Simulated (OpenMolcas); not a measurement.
V2+ (d3) on a cation site of an ionic host was computed by SS-CASPT2, IPEA 0.25 Eh, imaginary shift 0.1 Eh with the d shell active (OpenMolcas, ANO-RCC-VDZP on the metal). Its lowest spin-free states, and all those of the highest spin:

```csv
2S+1,Degeneracy,E (cm-1)
4,1,0
4,3,10810
2,2,13660
2,3,14580
4,3,16380
2,3,19040
2,1,21320
2,3,25150
2,3,25560
4,3,25870
2,2,26180
2,3,30080
```

Question: Is the site octahedral, tetrahedral or cube-like, axial, or of lower symmetry?

Answer: The states with 2S+1 = 4 have orbital degeneracies 1, 3, 3, 3. Threefold states need a cubic site. For d3 at this spin an octahedron puts the single A2 below the threefold T2 and a tetrahedron or cube puts the threefold T1 below the threefold T2, so the site is octahedral. The first gap at this spin, 10800 cm-1, is |10Dq| in ligand-field theory. The run had V2+ with its 6 nearest fluoride ions at 2.176 Å, on the Na site of NaF (a = 4.634 Å, distance in the model lattice 2.317 Å). The rest of the host is ab initio model potentials to 7.6 Å, with orthogonalisation functions on the cations behind the ligands, and point charges beyond; the distance is set by hand and nothing relaxes, and no local charge compensation is placed. Ligand basis ANO-RCC-VDZP.

Roots that are degenerate in the reference are averaged as groups; the widest CASPT2 spread within a group is 82 cm-1 (the 2-fold group of multiplicity 2 near 13700 cm-1 above the lowest state of its run). Shifts and gaps below about the spread of the groups concerned are not significant. Over all roots computed the reference weight is 0.74 to 0.75; a low but even weight reflects the number of correlated electrons. Ligand-to-metal charge-transfer states are missing. These CASPT2 states fit no ligand-field parameters well, so their order and spin gaps are uncertain. With no ligand orbital active B as a rule stays too high, so bands that hang on it stand too high and its fall with covalency is understated. With one d shell and no ligand orbital active, 10Dq can be off by tens of per cent for divalent 3d ions, low with halides held by bare charges and at times high in hosts. Free-ion shares, where given, are those of the reference states; single-state CASPT2 does not remix them. No measured value stands beside these numbers; the geometry was set by hand and not optimised.
